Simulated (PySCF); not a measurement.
H$_{2}$BiCl (SMILES [Cl][BiH2]), singlet, at a GFN2-xTB geometry (such geometries of metal compounds can be far from the true shape) (core potentials on Bi), with bond 4-1 at 1.4 times its length; CASSCF(4,3)/def2-SVP (PySCF).

The PySCF input:
```python
from pyscf import gto, scf, mcscf
import numpy

mol = gto.Mole()
mol.atom = '''
    Bi   -0.26426668   -0.20983171    0.24446008
    H    -1.60991257    0.33248575   -0.77194868
    H    -0.11200694   -1.61457574   -0.82393547
    Cl    2.05385226    1.62377800   -1.63731479
'''
mol.basis = 'def2-svp'
mol.ecp = {'Bi': 'def2-svp'}
mol.verbose = 4
mol.build()

mf = scf.RHF(mol)
mf.kernel()
mc = mcscf.CASSCF(mf, 3, 4)
mc.fix_spin_(ss=0.0)
mc = mc.newton()
mc.kernel()
occ = numpy.linalg.eigvalsh(mc.fcisolver.make_rdm1(mc.ci, mc.ncas, mc.nelecas))[::-1]
ss = mc.fcisolver.spin_square(mc.ci, mc.ncas, mc.nelecas)[0]
print('natural occupations', occ.round(4), ' <S^2>', round(ss, 4))
```

### Question
Write the output that PySCF gives for this input, abridged.

### Answer

```
PySCF version 2.14.0

[INPUT] verbose = 4
[INPUT] num. atoms = 4
[INPUT] num. electrons = 42
[INPUT] charge = 0
[INPUT] spin (= nelec alpha-beta = 2S) = 0
[INPUT] symmetry False subgroup None
[INPUT] Mole.unit = angstrom
[INPUT] Symbol           X                Y                Z      unit          X                Y                Z       unit  Magmom
[...]
nuclear repulsion = 77.5295561748565
number of shells = 24
number of NR pGTOs = 111
number of NR cGTOs = 54
basis = def2-svp
ecp = {'Bi': 'def2-svp'}

******** <class 'pyscf.scf.hf.RHF'> ********
method = RHF
initial guess = minao
damping factor = 0
level_shift factor = 0
DIIS = <class 'pyscf.scf.diis.CDIIS'>
diis_start_cycle = 1
diis_space = 8
diis_damp = 0
SCF conv_tol = 1e-09
SCF conv_tol_grad = None
SCF max_cycles = 50
direct_scf = True
direct_scf_tol = 1e-13
Set gradient conv threshold to 3.16228e-05
Initial guess from minao.
init E= -646.426955030604
[...]
cycle= 1 E= -673.052824829595  delta_E= -26.6  |g|= 1.65  |ddm|= 12.6
[...]
cycle= 2 E= -673.680876338883  delta_E= -0.628  |g|=  1.1  |ddm|= 4.72
[...]
cycle= 3 E= -673.988739445346  delta_E= -0.308  |g|= 0.113  |ddm|= 1.66
[...]
cycle= 4 E= -673.994420466477  delta_E= -0.00568  |g|= 0.0251  |ddm|= 0.285
[...]
cycle= 5 E= -673.994933444787  delta_E= -0.000513  |g|= 0.00606  |ddm|= 0.0858
[...]
cycle= 6 E= -673.994984526664  delta_E= -5.11e-05  |g|= 0.00301  |ddm|= 0.0235
[...]
cycle= 7 E= -673.994993637208  delta_E= -9.11e-06  |g|= 0.00091  |ddm|= 0.00914
[...]
cycle= 8 E= -673.994995394836  delta_E= -1.76e-06  |g|= 0.000203  |ddm|= 0.00502
[...]
cycle= 9 E= -673.994995454542  delta_E= -5.97e-08  |g|= 7.03e-05  |ddm|= 0.000863
[...]
cycle= 10 E= -673.994995460368  delta_E= -5.83e-09  |g|= 2.05e-05  |ddm|= 0.000281
[...]
cycle= 11 E= -673.994995460821  delta_E= -4.52e-10  |g|= 3.16e-06  |ddm|= 9.69e-05
[...]
Extra cycle  E= -673.994995460825  delta_E= -4.43e-12  |g|= 1.28e-06  |ddm|= 8.38e-06
converged SCF energy = -673.994995460825

******** <class 'pyscf.mcscf.newton_casscf.CASSCF'> ********
CAS (2e+2e, 3o), ncore = 19, nvir = 32
max_cycle_macro = 50
max_cycle_micro = 10
conv_tol = 1e-07
conv_tol_grad = None
orbital rotation max_stepsize = 0.03
augmented hessian ah_max_cycle = 30
augmented hessian ah_conv_tol = 1e-12
augmented hessian ah_linear dependence = 1e-14
augmented hessian ah_level shift = 1e-08
augmented hessian ah_start_tol = 500
augmented hessian ah_start_cycle = 3
augmented hessian ah_grad_trust_region = 3
kf_trust_region = 3
[...]
CASCI E = -674.013340070795  dE = -674.01334  S^2 = 0.0000000
[...]
macro 30 (4 JK  1 micro), CASSCF E = -674.028167125497  dE = 2.274e-13  |grad|=0.000501  S^2 = 0.0000000
macro 31 (4 JK  1 micro), CASSCF E = -674.028167125497  dE = 0  |grad|=0.000501  S^2 = 0.0000000
macro 32 (4 JK  1 micro), CASSCF E = -674.028167125498  dE = -1.023e-12  |grad|=0.000501  S^2 = 0.0000000
macro 33 (5 JK  1 micro), CASSCF E = -674.028167125497  dE = 2.274e-13  |grad|=0.000501  S^2 = 0.0000000
macro 34 (5 JK  1 micro), CASSCF E = -674.028167125497  dE = 1.137e-13  |grad|=0.000501  S^2 = 0.0000000
macro 35 (5 JK  1 micro), CASSCF E = -674.028167125497  dE = 1.137e-13  |grad|=0.000501  S^2 = 0.0000000
macro 36 (5 JK  1 micro), CASSCF E = -674.028167125497  dE = 1.137e-13  |grad|=0.000501  S^2 = 0.0000000
macro 37 (5 JK  1 micro), CASSCF E = -674.028167125497  dE = 1.137e-13  |grad|=0.000501  S^2 = 0.0000000
macro 38 (5 JK  1 micro), CASSCF E = -674.028167125497  dE = 2.274e-13  |grad|=0.000501  S^2 = 0.0000000
macro 39 (5 JK  1 micro), CASSCF E = -674.028167125497  dE = 0  |grad|=0.000501  S^2 = 0.0000000
macro 40 (5 JK  1 micro), CASSCF E = -674.028167125497  dE = 1.137e-13  |grad|=0.000501  S^2 = 0.0000000
macro 41 (4 JK  1 micro), CASSCF E = -674.028167125496  dE = 3.411e-13  |grad|=0.000501  S^2 = 0.0000000
macro 42 (4 JK  1 micro), CASSCF E = -674.028167125496  dE = 0  |grad|=0.000501  S^2 = 0.0000000
macro 43 (4 JK  1 micro), CASSCF E = -674.028167125496  dE = -2.274e-13  |grad|=0.000501  S^2 = 0.0000000
macro 44 (4 JK  1 micro), CASSCF E = -674.028167125496  dE = 2.274e-13  |grad|=0.000501  S^2 = 0.0000000
macro 45 (4 JK  1 micro), CASSCF E = -674.028167125496  dE = 2.274e-13  |grad|=0.000501  S^2 = 0.0000000
macro 46 (4 JK  1 micro), CASSCF E = -674.028167125496  dE = 2.274e-13  |grad|=0.000501  S^2 = 0.0000000
macro 47 (4 JK  1 micro), CASSCF E = -674.028167125496  dE = -1.137e-13  |grad|=0.000501  S^2 = 0.0000000
macro 48 (4 JK  1 micro), CASSCF E = -674.028167125496  dE = 1.137e-13  |grad|=0.000501  S^2 = 0.0000000
macro 49 (4 JK  1 micro), CASSCF E = -674.028167125496  dE = 2.274e-13  |grad|=0.000501  S^2 = 0.0000000
macro 50 (4 JK  1 micro), CASSCF E = -674.028167125496  dE = -3.411e-13  |grad|=0.000501  S^2 = 0.0000000
newton CASSCF not converged, 50 macro (101 KF 190 Hx) steps
CASSCF canonicalization
Density matrix diagonal elements [1.99775471 1.72081321 0.28143208]
CASSCF energy = -674.028167125496
CASCI E = -674.028167125496  E(CI) = -3.80080308118204  S^2 = 0.0000000
natural occupations [1.9979 1.7588 0.2432]  <S^2> 0.0
```

The run did not converge; its last values are not results.
